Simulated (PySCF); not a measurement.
C2H9NSi3, SMILES [SiH3][Si@H]1CN=C[SiH2]1.

Geometry optimised at B3LYP-D3(BJ)/def2-SVP. The structure was generated by enumeration; whether it is a known compound was not checked. Other conformers were not sampled.

These are TDA-PBE/def2-SVPD (PySCF) values and carry that method's errors.

Vertical excitations. Isolated molecule, no solvent.

```json
[
 {"state": "S1", "energy (eV)": "3.71", "λ (nm)": "334", "f": "0.000", "main pairs": "HOMO→LUMO 99 %"},
 {"state": "S2", "energy (eV)": "4.64", "λ (nm)": "267", "f": "0.005", "main pairs": "HOMO→LUMO+2 87 %"},
 {"state": "S3", "energy (eV)": "4.76", "λ (nm)": "261", "f": "0.020", "main pairs": "HOMO→LUMO+1 78 %"},
 {"state": "S4", "energy (eV)": "4.85", "λ (nm)": "256", "f": "0.006", "main pairs": "HOMO−1→LUMO 83 %"},
 {"state": "S5", "energy (eV)": "4.94", "λ (nm)": "251", "f": "0.028", "main pairs": "HOMO→LUMO+3 76 %"},
 {"state": "S6", "energy (eV)": "5.36", "λ (nm)": "231", "f": "0.072", "main pairs": "HOMO→LUMO+4 50 %, HOMO→LUMO+5 37 %"},
 {"state": "T1", "energy (eV)": "3.03", "λ (nm)": "409", "f": "0", "main pairs": "HOMO→LUMO 99 %"},
 {"state": "T2", "energy (eV)": "4.37", "λ (nm)": "284", "f": "0", "main pairs": "HOMO→LUMO+1 95 %"}
]
```
Triplets are in the Tamm–Dancoff approximation.
